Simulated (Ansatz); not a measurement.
input.yaml

```yaml
crystal:
  periodic: [false, false, false]
  atoms:
    - { symbol: C, position_ang: [-2.074061, 0.500699, 1.22485] }
    - { symbol: C, position_ang: [-1.458217, 0.055897, 0.10925] }
    - { symbol: Si, position_ang: [0.134359, -0.921613, 0.167354] }
    - { symbol: F, position_ang: [-0.052202, -2.360215, -0.621148] }
    - { symbol: Sn, position_ang: [2.067874, 0.318765, -1.033342] }
    - { symbol: H, position_ang: [-1.692492, 0.264851, 2.234343] }
    - { symbol: H, position_ang: [-2.986311, 1.121509, 1.186068] }
    - { symbol: H, position_ang: [-1.887622, 0.321793, -0.875477] }
    - { symbol: H, position_ang: [0.459234, -1.219493, 1.607794] }
    - { symbol: H, position_ang: [2.492071, 1.767312, -0.186665] }
    - { symbol: H, position_ang: [3.480279, -0.673134, -1.143224] }
    - { symbol: H, position_ang: [1.594088, 0.76843, -2.635804] }
basis:
  gaussian: { orbitals: def2-SVP }
hamiltonian:
  xc: pbe
neb:
  order_check: false
  images: 8
  f_tol: 0.03
  max_iterations: 60
  climbing: false
  final_atoms:
    - { symbol: C, position_ang: [-1.76089817, 0.93666971, 0.48901134] }
    - { symbol: C, position_ang: [-1.50422701, -0.3773603, 0.65102063] }
    - { symbol: Si, position_ang: [0.11389388, -1.21093783, 0.20393335] }
    - { symbol: F, position_ang: [-0.16951334, -2.36276683, -0.94733021] }
    - { symbol: Sn, position_ang: [1.87389531, 0.43458397, -0.75180708] }
    - { symbol: H, position_ang: [-1.02104657, 1.63049878, 0.04988063] }
    - { symbol: H, position_ang: [-2.72141035, 1.38950934, 0.79046109] }
    - { symbol: H, position_ang: [-2.29598985, -1.01240662, 1.09430171] }
    - { symbol: H, position_ang: [0.64773664, -1.95026278, 1.40454279] }
    - { symbol: H, position_ang: [2.40477358, 1.57666625, 0.43633109] }
    - { symbol: H, position_ang: [3.26183745, -0.44179543, -1.29379713] }
    - { symbol: H, position_ang: [1.24794843, 1.33240275, -2.09254923] }
  initial_path:
    images:
      - { positions_ang: [[-2.074061, 0.500699, 1.22485], [-1.458217, 0.055897, 0.10925], [0.134359, -0.921613, 0.167354], [-0.052202, -2.360215, -0.621148], [2.067874, 0.318765, -1.033342], [-1.692492, 0.264851, 2.234343], [-2.986311, 1.121509, 1.186068], [-1.887622, 0.321793, -0.875477], [0.459234, -1.219493, 1.607794], [2.492071, 1.767312, -0.186665], [3.480279, -0.673134, -1.143224], [1.594088, 0.76843, -2.635804]] }
      - { positions_ang: [[-1.94748438, 0.60175388, 1.19608792], [-1.47458563, 0.02889927, 0.14813916], [0.09775482, -0.95563832, 0.14826465], [-0.08876761, -2.35525726, -0.70238545], [2.02072793, 0.32787216, -0.9855808], [-1.4650465, 0.49895991, 2.1030873], [-2.92268522, 1.00767633, 1.0387002], [-1.99695931, 0.17702518, -0.74204981], [0.44646413, -1.3056188, 1.57130499], [2.41270448, 1.75145895, -0.07193062], [3.4414765, -0.65352976, -1.09735768], [1.55340081, 0.82119945, -2.57228088]] }
      - { positions_ang: [[-1.82090777, 0.70280877, 1.16732584], [-1.49095427, 0.00190154, 0.18702831], [0.06115065, -0.98966363, 0.1291753], [-0.12533323, -2.35029951, -0.78362289], [1.97358186, 0.33697933, -0.93781959], [-1.237601, 0.73306883, 1.97183161], [-2.85905944, 0.89384366, 0.8913324], [-2.10629663, 0.03225736, -0.60862261], [0.43369426, -1.3917446, 1.53481599], [2.33333796, 1.73560589, 0.04280376], [3.40267399, -0.63392552, -1.05149136], [1.51271362, 0.8739689, -2.50875775]] }
      - { positions_ang: [[-1.69433115, 0.80386365, 1.13856376], [-1.5073229, -0.02509619, 0.22591747], [0.02454647, -1.02368895, 0.11008595], [-0.16189884, -2.34534177, -0.86486034], [1.92643578, 0.34608649, -0.89005839], [-1.0101555, 0.96717774, 1.84057591], [-2.79543366, 0.78001099, 0.7439646], [-2.21563394, -0.11251046, -0.47519542], [0.42092439, -1.47787041, 1.49832698], [2.25397144, 1.71975284, 0.15753814], [3.36387149, -0.61432128, -1.00562504], [1.47202643, 0.92673834, -2.44523463]] }
      - { positions_ang: [[-1.56775453, 0.90491853, 1.10980169], [-1.52369154, -0.05209391, 0.26480662], [-0.0120577, -1.05771427, 0.09099661], [-0.19846445, -2.34038402, -0.94609778], [1.87928971, 0.35519365, -0.84229719], [-0.78271, 1.20128666, 1.70932021], [-2.73180788, 0.66617831, 0.59659679], [-2.32497126, -0.25727828, -0.34176822], [0.40815451, -1.56399621, 1.46183798], [2.17460492, 1.70389979, 0.27227252], [3.32506898, -0.59471704, -0.95975872], [1.43133923, 0.97950779, -2.38171151]] }
      - { positions_ang: [[-1.53295866, 0.95335972, 1.02804184], [-1.52880376, -0.10023361, 0.32500336], [-0.0143316, -1.08986147, 0.09506098], [-0.21149904, -2.34066756, -0.98234025], [1.85773652, 0.36806243, -0.81101553], [-0.70810495, 1.3530253, 1.46660217], [-2.70237448, 0.69595613, 0.55264047], [-2.37034546, -0.40552268, -0.12290392], [0.42909925, -1.64519285, 1.43925451], [2.1649052, 1.68271693, 0.3414943], [3.3007977, -0.56901276, -0.97648906], [1.39287928, 1.04217143, -2.32134987]] }
      - { positions_ang: [[-1.58994354, 0.94918722, 0.89328421], [-1.52265957, -0.16951529, 0.40650768], [0.01772477, -1.12013056, 0.12227907], [-0.20100262, -2.34619238, -0.97358774], [1.86177622, 0.38469281, -0.79621341], [-0.78634036, 1.42239367, 1.11242179], [-2.70713344, 0.86934443, 0.61209563], [-2.35175656, -0.55724367, 0.18139749], [0.4837586, -1.72146033, 1.43057658], [2.2248723, 1.65620426, 0.3652035], [3.29105764, -0.53720843, -1.05581608], [1.35664657, 1.11472926, -2.26414971]] }
      - { positions_ang: [[-1.64692842, 0.94501472, 0.75852659], [-1.51651538, -0.23879696, 0.48801199], [0.04978114, -1.15039965, 0.14949717], [-0.19050619, -2.35171719, -0.96483523], [1.86581591, 0.4013232, -0.7814113], [-0.86457576, 1.49176204, 0.7582414], [-2.71189241, 1.04273273, 0.67155078], [-2.33316766, -0.70896465, 0.4856989], [0.53841795, -1.79772782, 1.42189865], [2.28483939, 1.62969159, 0.3889127], [3.28131757, -0.5054041, -1.1351431], [1.32041385, 1.18728709, -2.20694955]] }
      - { positions_ang: [[-1.70391329, 0.94084221, 0.62376896], [-1.51037119, -0.30807863, 0.56951631], [0.08183751, -1.18066874, 0.17671526], [-0.18000977, -2.35724201, -0.95608272], [1.86985561, 0.41795358, -0.76660919], [-0.94281116, 1.56113041, 0.40406102], [-2.71665138, 1.21612103, 0.73100594], [-2.31457875, -0.86068564, 0.7900003], [0.59307729, -1.8739953, 1.41322072], [2.34480649, 1.60317892, 0.4126219], [3.27157751, -0.47359976, -1.21447011], [1.28418114, 1.25984492, -2.14974939]] }
      - { positions_ang: [[-1.76089817, 0.93666971, 0.48901134], [-1.50422701, -0.3773603, 0.65102063], [0.11389388, -1.21093783, 0.20393335], [-0.16951334, -2.36276683, -0.94733021], [1.87389531, 0.43458397, -0.75180708], [-1.02104657, 1.63049878, 0.04988063], [-2.72141035, 1.38950934, 0.79046109], [-2.29598985, -1.01240662, 1.09430171], [0.64773664, -1.95026278, 1.40454279], [2.40477358, 1.57666625, 0.43633109], [3.26183745, -0.44179543, -1.29379713], [1.24794843, 1.33240275, -2.09254923]] }
```

Command:

```bash
$ ansatz run input.yaml --threads 2 --pin off --max-ram 3072MiB --backend cpu --events-out ev --progress --plain --runs-dir out
```

Hardware: 2 threads of Arm Neoverse V1 (shared host).

Question: Roughly how long does this run take, and how much memory?

Answer: 6.2 min, with a peak of 0.17 GiB, for 18 band iterations.
